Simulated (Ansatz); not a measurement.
Al(Me)(F)2 cation (CH3AlF2), SMILES [CH3][Al]([F])[F] (connectivity only; charge and spin as stated), charge +1, multiplicity 2.

Geometry: TPSSh-D3(BJ)/def2-SVP. The spin state was assumed, not searched. The isomer is the one that the SMILES or the coordinates give; other isomers of the formula were not compared.

Two levels are set side by side: PBE/def2-SVPD (Ansatz, a program for electronic structure) and PBE0/def2-SVPD (Ansatz). Energy differences of separate SCF runs at the same geometry; the states with an electron removed or added have multiplicity 1 and 1. Differences are taken from unrounded values.

```json
[
 {"quantity": "vertical ionisation energy (eV)", "PBE0": "18.99"},
 {"quantity": "vertical electron affinity (eV)", "PBE0": "9.64"}
]
```

Task: What does PBE give, and how far is it from PBE0? (An estimate is asked for; the answer gives what the named calculation found.)

Result: 
```
quantity                           PBE  PBE minus PBE0
-------------------------------  -----  --------------
vertical ionisation energy (eV)  18.44           -0.54
vertical electron affinity (eV)   9.65            0.01
```
